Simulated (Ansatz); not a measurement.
Frontier orbitals of C2H6MoO3, SMILES `C[O][Mo]([CH3])(=[O])=[O]`.

Z-matrix (Å, degrees):
```
C
O 1 1.405
H 1 1.093 2 109.5
H 1 1.094 2 111.3 3 -121.1
H 1 1.093 2 108.6 3 118.7
Mo 2 1.846 1 140.2 3 102.9
O 6 1.680 2 112.8 1 -120.5
C 6 2.103 2 108.1 1 122.6
O 6 1.679 2 113.2 1 5.2
H 8 1.093 6 109.1 2 59.7
H 8 1.092 6 110.1 2 179.4
H 8 1.093 6 109.4 2 -60.6
```

Total charge 0; spin multiplicity 1. Correlated methods include outer-core shells of Mo, which these sets cover unevenly. Mo: def2 effective core potential. Geometry: relaxed with PBE0-D4/def2-TZVP. It is one conformer, not always the lowest. Basis def2-TZVPP, Ansatz.

Orbital energies of one run (eV). Highest occupied ones, from the top: -8.36, -8.42, -8.59, -8.96, -9.88, -10.14, -10.37, -11.11, -11.45, -11.57, -11.82, -13.13, -13.18, -13.93. Empty: -2.56, -2.11, -0.86, -0.32, 0.14, 0.34.

(1) Which functional gave them?
A. r2SCAN
B. BLYP
C. LDA (SPW92)
D. HSE06 (plane-wave form)

## Answers

(1) D. HOMO energies: HSE06 -8.36, BLYP -7.11, LDA (SPW92) -7.43, r2SCAN -7.56 eV.
